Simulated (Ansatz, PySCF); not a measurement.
IRb, charge -1, doublet, at the geometry of the source list (a state made from the parent by changing its charge; the spin is typed, not shown lowest) (core potentials on I, Rb) (in this run its highest filled SCF level lies above zero, so its values depend strongly on the basis, on diffuse functions most of all). Base run: PBE/def2-TZVP in PySCF.

PySCF was given this input:
```python
from pyscf import gto, scf, dft

mol = gto.M(
    atom='''
Rb   -1.08960000   -0.77400000   -0.92830000
I     1.08960000    0.77400000    0.92830000
''',
    basis='def2-tzvp',
    ecp={'I': 'def2-tzvp', 'Rb': 'def2-tzvp'},
    charge=-1,
    spin=1,
    verbose=4,
)

mf = dft.UKS(mol)
mf.xc = 'pbe'
mf.kernel()
```

The same geometry, method and basis name were run in Ansatz (a first-principles code) and PySCF, at each program's defaults and at the settings that a row names. The base is PySCF at its defaults. Differences at the defaults can come from grids, fitting, cores and function types together.

```tsv
code and settings	ΔE vs base (µEh)	basis functions	E (Eh)	SCF cycles
PySCF, defaults (exact integrals, its default grid, spherical functions)	0.0	83	-321.89719	13
Ansatz, defaults (factorised integrals, its default grid, spherical functions)	41.7	83	-321.89715	-
PySCF, density fitting with def2-universal-jkfit	-22.8	83	-321.89722	13
PySCF, fine grid	32.1	83	-321.89716	13
Ansatz, high accuracy	41.7	83	-321.89715	-
```

Open shells are given as the SCF converged; they aren't shown to be the lowest states, and a large step between rows can be another state.
